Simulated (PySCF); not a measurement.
Computed IR spectrum (relative IR intensity) of a molecule C2H6FInO. Geometry optimised at r2SCAN-D4/def2-SVP. The def2 effective core potentials stand for the cores of In; spin–orbit coupling is left out. Other conformers were not sampled. Calculation: r2SCAN-D4/def2-SVP (PySCF 2.14.0). Frequencies are harmonic and unscaled.

```
ν (cm⁻¹)  relative intensity
--------  ------------------
17                       4.8
64                       8.5
110                       23
148                       19
231                      8.3
279                       90
471                      5.9
599                       92
601                       89
636                       28
778                      100
941                      2.1
963                      7.9
1050                     5.7
1181                      34
1240                     2.9
1390                     6.4
1434                     3.0
1471                     2.3
1476                      12
3023                      42
3059                     7.2
3107                      16
3116                     2.4
3134                      19
3831                      52
```

**Question.** Pick the molecule that these values belong to.
A. C[O][In]([CH3])[F]
B. C[CH2][In]([OH])[F]
C. CC[O][InH][F]

**Answer.** B, C[CH2][In]([OH])[F]
